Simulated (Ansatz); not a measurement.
`O=CO[SiH2][SiH3]` + `[NH2][Al]([NH2])[F]` → `[NH2][Al]([F])[NH][SiH3]` + `O=CO[SiH3]`  (cleavage of the Si–Si bond)

Computed with Ansatz on PBE0-D4/def2-TZVP structures; ΔE is electronic, products minus reactants. CCSD(T)/CBS adds triple-zeta CCSD(T) − MP2 to the extrapolated MP2 energy (def2 sets, frozen cores). This one scheme is used for every species. DFT in def2-TZVPP. B3LYP here is the variant with VWN-RPA as its local correlation; programs differ in this. One conformer a species, not always the lowest.

```tsv
level	ΔE (kcal/mol)	difference from CCSD(T)/CBS
r2SCAN-D4	-12.2	1.6
ωB97M-V	-14.3	-0.5
B2PLYP	-14.7	-0.9
PBE	-9.1	4.7
r2SCAN	-12.3	1.5
B3LYP	-13.5	0.3
SCS-MP2/def2-TZVPP	-16.8	-3.0
CCSD/def2-TZVPP	-14.8	-1.0
SCS-MP2/def2-QZVPP	-16.6	-2.8
MP2/CBS(def2)	-15.6	-1.8
CCSD(T)/CBS	-13.8	0
```

Largest T1 diagnostic among the species: 0.016.

In def2-TZVPP, CCSD(T) changes the Hartree–Fock value by +3.9 kcal/mol (the triples alone add +0.5 kcal/mol) and MP2 by +2.1 kcal/mol. From PBE to PBE0 (25 % exact exchange), in def2-TZVPP and without D4, ΔE moves by −1.6 kcal/mol.
